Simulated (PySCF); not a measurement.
Te(F)4, SMILES F[Te](F)(F)F (F4Te), singlet, PBE0/def2-SVP optimised geometry.

```
5

Te    -0.29    -0.25     0.00
F     -1.63     0.25    -1.28
F      0.00     1.65     0.00
F      1.63    -0.25     0.00
F      0.00    -1.65    -1.28
```

Density from PBE0/def2-TZVP, def2 effective core potentials past Kr (PySCF 2.14.0) at that geometry. The core electrons that the potentials of Te replace are not part of the density.

Minimum of the electron density along straight lines between bonded atoms, close to the bond critical point (lines longer than 1.1 times the sum of covalent radii, or with two minima, are not listed):

```
bond    length / Å  ρ at the minimum / e bohr⁻³  ∇²ρ there / e bohr⁻⁵  position (fraction from the first atom)
------  ----------  ---------------------------  --------------------  ---------------------------------------
Te1–F2       1.917                        0.134                  0.45                                     0.51
Te1–F3       1.917                        0.134                  0.45                                     0.51
Te1–F4       1.917                        0.134                  0.45                                     0.51
Te1–F5       1.917                        0.134                  0.45                                     0.51
```
